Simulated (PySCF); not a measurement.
Job file and geometry (Å, from GFN2-xTB) of a spin–spin coupling run on SMILES CBCC(F)F, C3H7BF2, PySCF 2.14.0, density-fitted response routines, B3LYP/pcJ-1 indirect spin-spin coupling, non-relativistic, gas phase; density fitting, a coarse starting grid and PySCF grid level 2 are the driver's defaults:

```
$ OMP_NUM_THREADS=1 python probes_run.py task.json out

{"job": {"kind": "j", "xc": "B3LYP", "basis": "pcJ-1"}, "charge": 0, "multiplicity": 1}
C      2.061198     0.318696     0.545294
B      0.591870     0.561520     0.064846
C     -0.480438    -0.593390     0.187068
C     -1.921091    -0.145367     0.054153
F     -2.277922     0.660294     1.088055
F     -2.775989    -1.205111     0.107829
H      2.259871     0.954510     1.408852
H      2.787144     0.624316    -0.206160
H      2.282879    -0.704223     0.837453
H      0.287613     1.595051    -0.394992
H     -0.387148    -1.135496     1.131436
H     -0.296110    -1.330006    -0.600040
H     -2.136265     0.399694    -0.877296
```

**Question.** What does the program print?

**Answer.** 
```
coarse grid: 10856 points
cycle   1  E = -342.9246228129  dE =  4.586e-01  |g| = 7.982e-01  |ddm| = 2.717e+00
cycle   2  E = -342.8267406950  dE =  9.788e-02  |g| = 1.146e+00  |ddm| = 1.083e+00
cycle   3  E = -343.0368598717  dE = -2.101e-01  |g| = 9.328e-02  |ddm| = 6.324e-01
cycle   4  E = -343.0382521099  dE = -1.392e-03  |g| = 4.364e-02  |ddm| = 8.472e-02
cycle   5  E = -343.0386499881  dE = -3.979e-04  |g| = 4.971e-03  |ddm| = 3.173e-02
cycle   6  E = -343.0386550930  dE = -5.105e-06  |g| = 1.579e-03  |ddm| = 5.416e-03
final grid: 105648 points
cycle   7  E = -343.0876332246  dE = -1.458e-04  |g| = 8.259e-03  |ddm| = 1.750e-02
cycle   8  E = -343.0876234333  dE =  9.791e-06  |g| = 1.124e-02  |ddm| = 1.153e-02
cycle   9  E = -343.0876452409  dE = -2.181e-05  |g| = 8.547e-04  |ddm| = 6.656e-03
cycle  10  E = -343.0876453050  dE = -6.407e-08  |g| = 5.390e-04  |ddm| = 7.792e-04
cycle  11  E = -343.0876453618  dE = -5.686e-08  |g| = 2.273e-05  |ddm| = 3.157e-04
cycle  12  E = -343.0876453619  dE = -8.902e-11  |g| = 1.059e-05  |ddm| = 2.638e-05
converged SCF energy = -343.0876453619

Indirect spin-spin couplings (Hz)
  i      j    bonds     total        FC       PSO       DSO        SD
  0 C    1 B    1     50.690    52.704    -2.471     0.156     0.300
  0 C    2 C    2      3.630     3.886    -0.272     0.016         -
  0 C    3 C    3      6.032     6.006     0.048    -0.022         -
  0 C    5 F    4      2.309     2.167     0.183    -0.187     0.145
  0 C    6 H    1    117.096   114.640     1.942     0.514         -
  0 C    7 H    1    121.656   119.339     1.820     0.497         -
  0 C    8 H    1    129.366   127.248     1.604     0.515         -
  0 C    9 H    2      7.231     7.638    -0.213    -0.195         -
  0 C   10 H    3      2.724     2.808    -0.140     0.056         -
  0 C   11 H    3     -0.288    -0.219    -0.009    -0.059         -
  0 C   12 H    4     -0.197    -0.195     0.162    -0.164         -
  1 B    2 C    1     47.402    49.105    -2.308     0.227     0.378
  1 B    3 C    2      0.870     0.955    -0.104     0.069    -0.050
  1 B    4 F    3      1.440     0.861     0.571     0.042    -0.035
  1 B    5 F    3     16.119    15.472     0.475    -0.375     0.547
  1 B    6 H    2     -4.211    -4.294     0.105    -0.258     0.235
  1 B    7 H    2     -3.970    -3.718    -0.052    -0.324     0.123
  1 B    8 H    2     -5.763    -5.130    -0.293    -0.373     0.033
  1 B    9 H    1    131.099   131.850    -1.979     0.687     0.541
  1 B   10 H    2     -4.459    -4.180    -0.188    -0.178     0.087
  1 B   11 H    2     -3.954    -4.123     0.066    -0.134     0.236
  1 B   12 H    3      1.420     1.634    -0.267     0.081    -0.028
  2 C    3 C    1     43.325    44.673    -1.651     0.304         -
  2 C    4 F    2     23.341    26.214    -3.647    -0.034     0.809
  2 C    5 F    2     12.396    15.177    -4.035    -0.057     1.312
  2 C    6 H    3      0.791     0.838     0.117    -0.164         -
  2 C    7 H    3      3.679     3.720     0.187    -0.228         -
  2 C    8 H    3      5.629     5.657    -0.169     0.140         -
  2 C    9 H    2      7.073     7.418    -0.286    -0.060         -
  2 C   10 H    1    127.974   125.875     1.152     0.947         -
  2 C   11 H    1    119.901   117.527     1.459     0.915         -
  2 C   12 H    2      8.575     8.740    -0.047    -0.118         -
  3 C    4 F    1   -295.457  -298.491   -12.032     0.991    14.074
  3 C    5 F    1   -298.904  -302.355   -11.822     0.979    14.294
  3 C    6 H    4      1.025     1.026     0.112    -0.113         -
  3 C    7 H    4     -0.379    -0.386     0.159    -0.152         -
  3 C    9 H    3      5.560     5.537    -0.226     0.249         -
  3 C   10 H    2     -8.404    -8.291    -0.239     0.127         -
  3 C   11 H    2     -4.052    -3.936    -0.277     0.162         -
  3 C   12 H    1    185.852   185.448    -1.038     1.442         -
  4 F    5 F    2    251.081    61.519   106.032    -0.636    84.166
  4 F    9 H    4      1.828     0.905     0.830     0.255    -0.161
  4 F   10 H    3     13.444    13.832     0.047    -0.042    -0.393
  4 F   11 H    3     42.650    44.534     0.347    -2.105    -0.127
  4 F   12 H    2     61.945    65.052     1.409    -0.952    -3.564
  5 F    6 H    5      0.263     0.296     0.739    -0.781     0.009
  5 F    7 H    5      0.907     0.795     0.822    -0.816     0.105
  5 F    8 H    5      0.464     0.295     0.675    -0.515     0.010
  5 F    9 H    4     -1.656    -1.572     0.850    -1.089     0.155
  5 F   10 H    3     10.835    11.611    -0.248    -0.033    -0.494
  5 F   11 H    3      3.988     3.245     1.184     0.008    -0.450
  5 F   12 H    2     64.234    67.598     1.187    -0.974    -3.576
  6 H    7 H    2    -21.347   -21.498     2.800    -2.650         -
  6 H    8 H    2    -15.567   -15.705     2.916    -2.778         -
  6 H    9 H    3     -0.011     0.065     0.629    -0.705         -
  6 H   10 H    4      0.876     0.920     0.166    -0.209         -
  6 H   11 H    4      4.147     4.224     1.302    -1.378         -
  7 H    8 H    2    -11.456   -11.580     3.018    -2.894         -
  7 H    9 H    3      2.528     2.628     0.393    -0.493         -
  7 H   10 H    4      2.287     2.354     1.191    -1.258         -
  7 H   11 H    4      2.642     2.706     0.484    -0.548         -
  8 H    9 H    3     11.524    11.759     1.960    -2.195         -
  8 H   11 H    4     -0.350    -0.346    -0.392     0.387         -
  9 H   10 H    3      4.549     4.690     1.664    -1.805         -
  9 H   11 H    3     -0.514    -0.460     1.165    -1.219         -
 10 H   11 H    2    -20.489   -20.777     2.029    -1.741         -
 10 H   12 H    3     10.599    10.720     2.703    -2.824         -
 11 H   12 H    3      1.537     1.564     0.297    -0.324         -
```

Size and cost of the density-fitted run: 232 basis functions, 74 s wall time on 1 thread of an Intel Xeon, shared host; peak memory 0.93 GiB.
